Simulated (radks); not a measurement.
Results of a calculation; reference values are marked as such.
Dy2+, configuration [Xe] 4f10.

Code: a radial shooting solver on a logarithmic mesh with Libxc functionals. Model: non-relativistic Kohn-Sham, LDA (Slater exchange, Perdew-Wang correlation), spin-unpolarised, spherical densities, point nucleus; relativity is left out, which matters for an element this heavy.

Energy parts (Ry):
part                       energy
total                 -23274.4316
kinetic                23264.8704
electron-nucleus      -55259.4743
Hartree                 9210.4991
exchange-correlation    -490.3268

Orbitals (lengths in bohr, moments of r in powers of bohr):
orbital,occ.,eigenvalue (Ry),<r^4>,<r^2>,<1/r>
1s,2,-3687.462,1.259e-06,0.0007065,65.42
2s,2,-591.6844,0.0002109,0.01119,15.24
2p,6,-564.1163,0.0001339,0.008310,15.27
3s,2,-131.5933,0.007753,0.07202,5.769
3p,6,-119.1784,0.007049,0.06720,5.714
3d,10,-95.96848,0.005017,0.05332,5.621
4s,2,-26.09887,0.1913,0.3625,2.463
4p,6,-21.18476,0.2182,0.3817,2.369
4d,10,-12.36971,0.3079,0.4341,2.161
4f,10,-1.52719,2.393,0.8990,1.613
5s,2,-4.09446,7.264,2.205,0.9356
5p,6,-2.79851,12.56,2.841,0.8205

The highest occupied level is 4f at -20.778 eV. The density falls to 0.001 e/bohr^3 at r = 3.40 bohr. The electron density at the nucleus is 2.045e+05 e/bohr^3.
